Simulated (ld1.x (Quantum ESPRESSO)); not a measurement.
Pd (Z = 46): excitation energies, all-electron against TM

```json
{
  "Element": "palladium",
  "Generator": "ld1.x (Quantum ESPRESSO) 7.5",
  "Type": "norm-conserving Troullier–Martins (Kleinman–Bylander form)",
  "Functional": "LDA (PZ)",
  "Relativity": "scalar-relativistic",
  "Frozen core": "[Ar] 3d10",
  "Valence charge": "18",
  "Reference configuration": "4s2 4p6 4d8 5s0 5p0 (charge +2)",
  "Partial waves": "4p (bound): rc 1.20 bohr; 4d (bound): rc 1.20 bohr; 4s (bound): rc 1.40 bohr",
  "Local potential": "the s channel",
  "Core correction": "Bessel-smoothed model core inside 1.10 bohr"
}
```

Energies are relative to the spin-unpolarised reference configuration 4s2 4p6 4d8 5s0 5p0; without spin polarisation the order of configurations can differ from experiment. Spin-polarised rows fill each open shell by Hund’s rule, majority spin first.

Question: Give the all-electron excitation energy and the error of the potential for: 4s2 4p6 4d10 5s0 5p0; 4s2 4p6 4d9 5s0 5p0; 4s2 4p6 4d7 5s0 5p0; 4s2 4p6 4d6 5s0 5p0; 4s2 4p6 4d9.5 5s0 5p0; 4s2 4p5 4d10 5s0 5p0; 4s1 4p6 4d10 5s0 5p0; 4s2 4p6 4d8 5s0 5p0 (spin-polarised); 4s2 4p6 4d9 5s0 5p0 (spin-polarised).

Answer:

| valence configuration | charge | ΔE all-electron (eV) | error AE − PS (meV) |
| --- | --- | --- | --- |
| 4s2 4p6 4d10 5s0 5p0 | 0 | -30.470 | +38 |
| 4s2 4p6 4d9 5s0 5p0 | +1 | -21.081 | +15 |
| 4s2 4p6 4d7 5s0 5p0 | +3 | 34.595 | +21 |
| 4s2 4p6 4d6 5s0 5p0 | +4 | 84.148 | +106 |
| 4s2 4p6 4d9.5 5s0 5p0 | +0.5 | -27.100 | +27 |
| 4s2 4p5 4d10 5s0 5p0 | +1 | 26.870 | -35 |
| 4s1 4p6 4d10 5s0 5p0 | +1 | 61.222 | -147 |
| 4s2 4p6 4d8 5s0 5p0 (spin-polarised) | +2 | -0.635 | +36 |
| 4s2 4p6 4d9 5s0 5p0 (spin-polarised) | +1 | -21.225 | +23 |

Levels in the configuration 4s2 4p6 4d10 5s0 5p0:

```csv
level,all-electron (eV),pseudo (eV)
4s,-85.439,-85.527
4p,-51.363,-51.423
4d,-4.312,-4.331
```
